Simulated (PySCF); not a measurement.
Harmonic spectrum computed at PBE0 in the def2-TZVPD basis family (core potentials from Rb on, PySCF, no spin–orbit coupling):

```csv
symmetry,ω (cm⁻¹),"IR (km/mol, summed over degenerate members)"
πu,184,48.7
σg+,937,0.0
σu+,1072,115
```

Question: Which molecule gave it? In each, all ligands are bound to the one heavy central atom.
A. SbN₂⁻ (singlet)
B. BiN₂⁻ (singlet)
C. SN₂⁻ (doublet)
D. AsN₂⁻ (singlet)
E. PN₂⁻ (singlet)

Answer: D. It has D∞h symmetry with As–N 1.646 Å (×2).
